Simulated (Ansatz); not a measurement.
The same redistribution along the group B, Al, Ga, In.

Program: Ansatz. Geometries: PBE0-D4/def2-TZVP. ΔE: electronic, gas phase. CCSD(T)/CBS adds triple-zeta CCSD(T) − MP2 to the extrapolated MP2 energy (def2 sets, frozen cores). This one scheme is used for every species. Functionals use def2-TZVPP. Elements past krypton have def2 core potentials. For Ga, In, Se, Ti outer-core shells are correlated without core-valence functions, which leaves a few kJ/mol of doubt a bond. Scalar relativity is left out up to krypton. Each species was taken in one conformer, which may not be the lowest.

```json
{"reaction": "`B[Se]C` + `[NH2][Ti]([OH])([F])[Cl]` → `C[Se][Ti]([OH])([F])[Cl]` + `BN`", "PBE-D4 (kJ/mol)": "-81", "CCSD(T)/CBS(def2) (kJ/mol)": "-77"}
{"reaction": "`C[Se][AlH2]` + `[NH2][Ti]([OH])([F])[Cl]` → `C[Se][Ti]([OH])([F])[Cl]` + `[NH2][AlH2]`", "PBE-D4 (kJ/mol)": "-10", "CCSD(T)/CBS(def2) (kJ/mol)": "-10"}
{"reaction": "`C[Se][GaH2]` + `[NH2][Ti]([OH])([F])[Cl]` → `C[Se][Ti]([OH])([F])[Cl]` + `[NH2][GaH2]`", "PBE-D4 (kJ/mol)": "27", "CCSD(T)/CBS(def2) (kJ/mol)": "25"}
{"reaction": "`C[Se][InH2]` + `[NH2][Ti]([OH])([F])[Cl]` → `C[Se][Ti]([OH])([F])[Cl]` + `[NH2][InH2]`", "PBE-D4 (kJ/mol)": "59", "CCSD(T)/CBS(def2) (kJ/mol)": "61"}
```

Largest T1 diagnostic: 0.024, for `[NH2][Ti]([OH])([F])[Cl]`.
